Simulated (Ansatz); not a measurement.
`CB(C)CN` + H₂ → `CBC` + CH₃NH₂ at 500 K and 1 bar (hydrogenolysis of a B–C bond).

Isolated molecules relaxed with PBE0-D4/def2-TZVP in Ansatz; ΔE leaves out vibrations. CBS: MP2 limit from def2 TZ/QZ plus the TZ coupled-cluster correction, frozen cores. This one scheme is used for every species. One conformer a species, not always the lowest.

| species | CCSD(T)/CBS energy (Eh) | H − E (kJ/mol) | S (J/(mol·K)) |
| --- | --- | --- | --- |
| `CB(C)CN` | -199.68537 | 397.9 | 431.4 |
| H₂ | -1.17544 | 41.0 | 145.5 |
| `CBC` | -105.11307 | 257.5 | 335.4 |
| CH₃NH₂ | -95.75281 | 191.8 | 270.3 |

H − E and S are ideal-gas, rigid-rotor, harmonic terms from PBE0-D4/def2-TZVP, for one conformer and one mirror image of each species. The MP2-based limit puts H₂ 0.8 mEh under its directly extrapolated value; such offsets cancel only in part. 1 Eh = 2625.50 kJ/mol, R = 8.31446 J/(mol·K).

**Question.** By hand: ΔE, ΔH, ΔS and ΔG.

**Answer.** ΔE = (-105.11307) + (-95.75281) − (-199.68537) − (-1.17544) = -0.00507 Eh = -13.3 kJ/mol. Δ(H − E) = 257.5 + 191.8 − 397.9 − 41.0 = 10.4, so ΔH = -2.9 kJ/mol. ΔS = 335.4 + 270.3 − 431.4 − 145.5 = 28.8 J/(mol·K). ΔG = -2.9 − 500 × (28.8)/1000 = -17.3 kJ/mol.

**Question.** By hand: the equilibrium constant, and the temperature at which ΔG would vanish if ΔH and ΔS stayed fixed.

**Answer.** log₁₀ K = −ΔG/(RT ln 10) = 1.8. ΔH and −TΔS have one sign here, so there is no such temperature.

TΔS isn't small against ΔH here. A doubt of 5 kJ/mol in ΔE shifts log₁₀ K by 0.5 here. Other conformers and mirror images would add mixing entropy, several J/(mol·K) or more a flexible species. These are equilibria of isolated gas molecules and say nothing of rates. Largest T1 diagnostic: 0.010 (customary marks: 0.02 for closed shells, 0.045 for open ones).
